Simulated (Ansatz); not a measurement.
Consider the formal exchange of groups at the Sn–C bond: `[NH2][SnH]([OH])[CH]=O` + CH₄ → `[CH3][SnH]([NH2])[OH]` + `C=O`.

Gas-phase electronic energies from Ansatz, PBE0-D4/def2-TZVP geometries. CCSD(T)/CBS adds triple-zeta CCSD(T) − MP2 to the extrapolated MP2 energy (def2 sets, frozen cores). This one scheme is used for every species. DFT in def2-TZVPP. B3LYP here is the variant with VWN-RPA as its local correlation; programs differ in this. Elements past krypton have def2 core potentials. For Sn outer-core shells are correlated without core-valence functions, which leaves a few kJ/mol of doubt a bond. Each species was taken in one conformer, which may not be the lowest.

CCSD(T)/CBS gives -10.4 kJ/mol.

Question: Another level gave +5.1 kJ/mol. Which?
A. B3LYP-D4/def2-TZVPP
B. B2PLYP/def2-TZVPP
C. HF/def2-TZVPP
D. PBE-D4/def2-TZVPP

Answer: D. PBE-D4 5.1, B2PLYP -4.3, HF/def2-TZVPP -15.2, B3LYP-D4 0.7 kJ/mol.

Largest T1 diagnostic among the species: 0.015.

From PBE to PBE0 (25 % exact exchange), in def2-TZVPP and without D4, ΔE moves by −8.2 kJ/mol.
